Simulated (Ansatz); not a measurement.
System: ZnO, charge 0, multiplicity 1. SMILES: [O]=[Zn]
Geometry: optimised at B3LYP-D3(BJ)/def2-TZVP (Ansatz, a quantum-chemistry and plane-wave program).

Property: vertical ionisation energy (to the doublet state of charge +1; each state is the SCF solution reached for its spin; for the singlet the Hartree-Fock reference is unstable and T1 is 0.032), in eV. Correlated levels leave the core frozen unless marked. UHF or UKS for open shells. Spin-orbit coupling is left out. Frozen are the shells of the preceding noble gas and the d and f shells that filled before the atom's block. Non-relativistic. CBS marks a two-point X^-3 extrapolation of the correlation energy; Hartree-Fock from the larger set.

```tsv
level	program	vertical ionisation energy (eV)
PBE/def2-TZVPD	Ansatz	9.40
B3LYP/def2-TZVPD	Ansatz	9.15
PBE0/def2-TZVPD	Ansatz	8.81
BHLYP/def2-TZVPD	Ansatz	8.30
CCSD/def2-QZVPPD	Ansatz	8.74
CCSD/CBS(def2-TZVPPD,def2-QZVPPD)	Ansatz	8.81
CCSD(T)/CBS(def2-TZVPPD,def2-QZVPPD)	Ansatz	9.25
```
